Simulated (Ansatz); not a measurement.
Input for Ansatz (a program for electronic structure): R-CCSD(T)/def2-TZVPP on AlH3Se2 (SMILES [SeH][AlH][SeH]), a point of a torsion scan. The run froze 33 orbitals, filled d shells among them.

Ansatz 0.2 input:
```yaml
crystal:
  periodic: [false, false, false]
  atoms:
    - {symbol: Se, position_ang: [-2.26250893, -0.30842048, -0.67927056]}
    - {symbol: Al, position_ang: [-0.35911707, 0.88355393, -0.17722695]}
    - {symbol: Se, position_ang: [0.65963427, 0.90971902, 1.89646929]}
    - {symbol: H, position_ang: [-2.30517174, -0.80056592, 0.68207648]}
    - {symbol: H, position_ang: [0.33110185, 1.73030418, -1.25053192]}
    - {symbol: H, position_ang: [1.59657453, 1.88630615, 1.40874029]}
basis:
  gaussian:
    orbitals: def2-TZVPP
magnetization: {spin_polarized: false}
correlation: {method: ccsd_t, electrons: outside_noble_gas}
scf: {lower_state_search: off}
```

Program output:

```
WARN ansatz: RAYON_NUM_THREADS=1 ignored (pool sized by the plan → 1); use --threads N
Functional definition: HF
these checks for a lower state are left out or cut short: stability, starts, cluster_reference, orbital_swaps, neighbouring_geometries, increment
integrals: 0.58 GiB planned
1126 factors; integrals over basis functions are off by at most 1.2e-3 eV
mean field: 0.74 GiB planned
mean field evaluation 1: about -137237.9084 eV, gradient 1.5e1 eV
mean field evaluation 2: about -137238.0849 eV, gradient 1.6e1 eV
mean field evaluation 4: about -137239.2490 eV, gradient 2.5e0 eV
mean field evaluation 8: about -137239.2810 eV, gradient 1.8e-1 eV
mean field evaluation 16: about -137239.2813 eV, gradient 2.3e-6 eV
mean field -137239.28127693 eV, -5043.4505628011 hartree, gradient 2.3e-6 eV, S^2 0.000000; 0 other end points of the search recorded, 0 dependent functions left out
33 core orbitals not correlated
reference -137239.28127693 eV, -5043.4505628011 hartree; 9, 9 occupied and 138, 138 virtual orbitals, 1126 factors
second order -10.55383051 eV of doubles, -0.00000000 eV of singles
coupled cluster: 1.27 GiB planned
cycle   1  -11.38245040 eV  change   -8.3e-1 eV  update   7.8e-2
cycle   2  -11.69855293 eV  change   -3.2e-1 eV  update   2.4e-2
cycle   3  -11.74078874 eV  change   -4.2e-2 eV  update   1.0e-2
cycle   4  -11.73651435 eV  change    4.3e-3 eV  update   3.1e-3
cycle   5  -11.73535243 eV  change    1.2e-3 eV  update   1.1e-3
cycle   6  -11.73512715 eV  change    2.3e-4 eV  update   3.6e-4
cycle   7  -11.73515562 eV  change   -2.8e-5 eV  update   1.1e-4
cycle   8  -11.73519684 eV  change   -4.1e-5 eV  update   3.7e-5
cycle   9  -11.73519190 eV  change    4.9e-6 eV  update   1.2e-5
perturbative correction -0.49788085 eV, -0.0182967837 hartree
Total energy: -137251.51434968 eV, -5043.9001199328 hartree
Checks for a lower state left out: stability, starts, cluster_reference, orbital_swaps, neighbouring_geometries, increment
```

The calculation finished and met its thresholds.

Cost: roughly 18 core-seconds.
